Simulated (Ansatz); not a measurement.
`CBN(C)C` + H₂ → `BC` + `CNC` at 700 K and 1 bar (hydrogenolysis of a B–N bond).

Calculated with Ansatz (gas phase, PBE0-D4/def2-TZVP geometries, no zero-point term in ΔE). CCSD(T)/CBS is the MP2 limit (def2-TZVPP, def2-QZVPP) plus CCSD(T) − MP2 in def2-TZVPP, frozen cores. This one scheme is used for every species. One conformer a species, not always the lowest.

```
  species  CCSD(T)/CBS energy (Eh)  H − E (kJ/mol)  S (J/(mol·K))
`CBN(C)C`               -199.71235           436.6          470.7
       H₂                 -1.17544            46.8          155.3
     `BC`                -65.83255           189.6          311.0
    `CNC`               -135.00321           296.9          352.4
```

H − E and S are ideal-gas, rigid-rotor, harmonic terms from PBE0-D4/def2-TZVP, for one conformer and one mirror image of each species. The MP2-based limit puts H₂ 0.8 mEh under its directly extrapolated value; such offsets cancel only in part. 1 Eh = 2625.50 kJ/mol, R = 8.31446 J/(mol·K).

Q: By hand: ΔE, ΔH, ΔS and ΔG.

A: ΔE = (-65.83255) + (-135.00321) − (-199.71235) − (-1.17544) = 0.05203 Eh = 136.6 kJ/mol. Δ(H − E) = 189.6 + 296.9 − 436.6 − 46.8 = 3.1, so ΔH = 139.7 kJ/mol. ΔS = 311.0 + 352.4 − 470.7 − 155.3 = 37.4 J/(mol·K). ΔG = 139.7 − 700 × (37.4)/1000 = 113.5 kJ/mol.

Q: By hand: the equilibrium constant, and the temperature at which ΔG would vanish if ΔH and ΔS stayed fixed.

A: log₁₀ K = −ΔG/(RT ln 10) = -8.5. ΔG = 0 at ΔH/ΔS = 3735 K, far beyond where these terms or the molecules hold.

ΔH outweighs TΔS. A doubt of 5 kJ/mol in ΔE shifts log₁₀ K by 0.4 here. Other conformers and mirror images would add mixing entropy, several J/(mol·K) or more a flexible species. These are equilibria of isolated gas molecules and say nothing of rates. Largest T1 diagnostic: 0.012 (customary marks: 0.02 for closed shells, 0.045 for open ones).
